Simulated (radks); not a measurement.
Q: All-electron calculation, non-relativistic Kohn-Sham, LDA (Slater exchange, Perdew-Wang correlation), spin-polarised, spherical densities, point nucleus; open shells are filled with parallel spins first. Program: a radial shooting solver on a logarithmic mesh with Libxc functionals. Response by self-consistent Sternheimer equations with the Hartree and adiabatic LDA kernel. For heavy and open-shell atoms this level of theory can miss by tens of per cent. Rank Cu, Cu4+, Cu5+, Cu+, Cu3+, Cu6+, Cu2+ (NIST ground configurations) by static dipole polarisability, largest first.

A: Cu 41.52, Cu+ 7.894, Cu2+ 3.144, Cu3+ 1.643, Cu4+ 1.010, Cu5+ 0.6973, Cu6+ 0.5262 bohr^3.
